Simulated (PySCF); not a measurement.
# In (indium, neutral) across methods

[Kr] 4d10 5s2 5p1, 2P determinant. Computed with PySCF 2.14 in aug-cc-pwCVTZ-DK3 with one added diffuse shell each of s, p, d, f type (11s10p8d5f1g, 125 functions), with scalar relativity by spin-free X2C-1e.

```csv
method,E (hartree),mean ε 5s α (eV),mean ε 5s β (eV),mean ε 5p α (eV),Σ⟨r²⟩ (bohr²),⟨S²⟩
M06,-5880.87,-9.340,-9.161,-3.271,58.81,0.751
PBE,-5880.33,-8.372,-7.884,-2.833,58.83,0.752
r2SCAN,-5880.74,-8.601,-8.019,-3.062,58.10,0.756
PBE0,-5880.40,-9.354,-8.638,-3.603,58.46,0.753
LDA,-5874.89,-8.646,-8.214,-2.866,58.34,0.751
r2SCANh,-5880.73,-8.984,-8.328,-3.344,58.07,0.756
UHF,-5878.03934,-11.553,-10.043,-5.489,59.66,0.763
revPBE,-5880.58,-8.288,-7.773,-2.818,58.92,0.752
```
